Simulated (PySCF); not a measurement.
A structure optimised at r2SCAN-D4/def2-SVP, used in a PySCF frequency run:

```xyz
4

Ti     0.0000     0.0000     0.6922
I      2.0380     1.1766    -0.0958
I      0.0000    -2.3533    -0.0958
I     -2.0380     1.1766    -0.0958
```
Charge +1, spin multiplicity 1.

Write its SMILES, formula and point group.

[I][Ti+]([I])[I], I₃Ti, C3v

What are its rotational constants (standard atomic weights)?

0.46769, 0.46769, 0.23970 GHz
